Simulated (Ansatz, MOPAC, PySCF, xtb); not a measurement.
Noncovalent pair: NH3 (SMILES N) (first 4 atoms) with H4OSi (SMILES O[SiH3]); geometry from B3LYP-D3(BJ)/def2-TZVP, rigid monomers moved along the line of their centres of mass till N1···H7 is 2.56 Å.
(charge 0, multiplicity 1):
```xyz
10

N      0.4398    -0.2167     0.1069
H      0.4335     0.7346    -0.2437
H      1.2590    -0.6788    -0.2721
H     -0.3781    -0.6878    -0.2633
O      0.4976    -0.2901     3.6485
Si    -0.6720     0.3845     4.5709
H      0.4194    -0.2342     2.6690
H     -0.8114     1.8476     4.3330
H     -0.3018     0.1667     5.9866
H     -2.0099    -0.2221     4.3282
```

Counterpoise-corrected where a basis set is named; no monomer relaxation. Rows marked so take none.

Frozen-core correlation. Rows in 6-31G* carry no dispersion term and start afresh at each structure (6-31G* with six Cartesian d functions). MP2/6-31G* freezes PySCF's default core. The state reached by PM3, PM6 isn't checked.

Codes used: Ansatz (Gaussian basis) for Hartree–Fock, density functionals and correlated methods; MOPAC for PM3, PM6 (differences of heats of formation); PySCF for 6-31G* rows; xtb for the GFN methods. Each number belongs to the level named beside it.

```
level                           interaction energy (kJ/mol)
------------------------------  ---------------------------
PM3                                                    -3.4
PM6                                                   -18.0
GFN1-xTB                                              -15.7
GFN2-xTB                                              -15.2
HF/6-31G*                                             -24.7
B3LYP/6-31G* (no counterpoise)                        -31.3
MP2/6-31G*                                            -27.5
CCSD/aug-cc-pV(D+d)Z                             (withheld)
CCSD(T)/aug-cc-pV(D+d)Z                          (withheld)
```

Fill in the missing entries.


- CCSD/aug-cc-pV(D+d)Z, interaction energy (kJ/mol): -22.2
- CCSD(T)/aug-cc-pV(D+d)Z, interaction energy (kJ/mol): -22.8

Ansatz is an electronic-structure program.
